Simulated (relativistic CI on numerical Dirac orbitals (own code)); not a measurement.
## Radial parameters of Rb¹¹⁺

Calculated at this level of theory: Dirac-Coulomb-Breit CI, KLI orbitals optimised for each configuration, a model potential for QED, unscaled Slater integrals (own radial code, finite nucleus).

Slater integrals F^k, G^k are unscaled and averaged over j, outside the closed core [Ne]; ζ comes from projecting the Hamiltonian with its Breit term on Σ l·s of the shell.

- 3s2.3p6.3d8: F^2(3d,3d) = 203660, F^4(3d,3d) = 129530, ζ(3d) = 5163.4 cm⁻¹; <r>(3d) = 0.484, <r^2>(3d) = 0.2797 (bohr units).
- 3s2.3p5.3d9: ζ(3p) = 51898, F^2(3p,3d) = 194640, G^1(3p,3d) = 228900, G^3(3p,3d) = 145150, ζ(3d) = 5062.5 cm⁻¹; <r>(3p) = 0.5001, <r^2>(3p) = 0.2902, <r>(3d) = 0.4852, <r^2>(3d) = 0.2811 (bohr units).
- 3s2.3p4.3d10: F^2(3p,3p) = 199250, ζ(3p) = 51959 cm⁻¹; <r>(3p) = 0.5006, <r^2>(3p) = 0.2909 (bohr units).

Q: Give the Racah parameters of the d shell in 3s2.3p6.3d8.

A: B = F²/49 − 5F⁴/441 = 2688 cm⁻¹ and C = 35F⁴/441 = 10281 cm⁻¹.

Averages of the first 10 configurations, taken without configuration mixing, which lowers the lowest level and can move excited configurations by several eV; other configurations of the list can lie among them:

| Configuration | Parity | States | Average energy above the lowest level (eV) |
| --- | --- | --- | --- |
| 3s2.3p6.3d8 | even | 45 | 4.2 |
| 3s2.3p5.3d9 | odd | 60 | 136.3 |
| 3s2.3p4.3d10 | even | 15 | 271.0 |
| 3s.3p6.3d9 | even | 20 | 217.6 |
| 3s2.3p6.3d7.4s | even | 240 | 141.3 |
| 3s2.3p6.3d7.4p | odd | 720 | 165.3 |
| 3p6.3d10 | even | 1 | 434.5 |
| 3s2.3p6.3d7.4d | even | 1200 | 202.3 |
| 3s2.3p6.3d6.4s2 | even | 210 | 292.1 |
| 3s2.3p6.3d6.4s.4p | odd | 2520 | 314.1 |
